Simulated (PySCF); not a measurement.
Input of a run (PBE0-D3(BJ)/def2-SVP geometry optimisation, gas phase, def2 core potentials past Kr (PySCF 2.14.0)), started from GFN2-xTB:
```
{"job": {"xc": "PBE0", "basis": "def2-SVP", "d3": "d3bj", "grid": 1, "maxiter": 30, "shake": 0.01, "kind": "geom"}, "charge": 0, "multiplicity": 1}
C     -1.689530     0.694860     0.472120
Al    -0.939370    -0.929720    -0.346730
Sb     1.714010    -0.097610    -0.199820
H     -2.771850     0.697400     0.542220
H     -1.350160     0.898660     1.479860
H     -1.481280     1.636400    -0.106130
H     -0.852320    -1.147920    -1.896020
H     -0.648750    -2.223850     0.479320
H      2.372870     1.349580     0.431180
H      2.756150     0.036370    -1.506590
H      2.928350    -0.939990     0.634920
```

Output (energies in Eh, forces in Eh/bohr):
```
step   0  E = -525.27880141  max force = 0.017538
step   1  E = -525.28524597  max force = 0.005153
step   2  E = -525.28560435  max force = 0.002196
step   3  E = -525.28572294  max force = 0.001212
step   4  E = -525.28575816  max force = 0.000527
step   5  E = -525.28576585  max force = 0.000387
optimisation converged
```

Question: Summarise the run.

Answer: The energy falls by 0.190 eV over 6 energy and gradient evaluations, the largest force component goes from 0.0175 to 3.9e-04 Eh/bohr, and the atoms move by 0.095 Å rms after alignment. The bond that changes most is Al2–Sb3 (ends: aluminium bonded to C, Sb and 2 H; antimony bonded to Al and 3 H), which lengthens by 0.108 Å. Bonds longer at the end by more than 0.005 Å: 7 of 10; shorter: 2. Among the angles that change most is Al2–Sb3–H9, from 129.7° to 119.7°. The energy never rose by more than 1e-6 Eh on the way. The first step brought 93 % of the lowering.

Question: What are the final bond lengths?

Answer: C1–Al2 1.974 Å, Al2–Sb3 2.893 Å, C1–H4 1.105 Å, C1–H5 1.102 Å, C1–H6 1.102 Å, Al2–H7 1.602 Å, Al2–H8 1.602 Å, Sb3–H9 1.702 Å, Sb3–H10 1.701 Å, Sb3–H11 1.701 Å. Numbering counts from 1 in the input's order; the species is `[CH3][AlH2-][SbH3+]`.

The run used 98 basis functions and 38 SCF cycles in all. Time: 23 s; peak memory 0.41 GiB. Hardware: one thread of an Arm Neoverse V1, shared host.

Not checked by PBE0-D3(BJ)/def2-SVP frequencies.
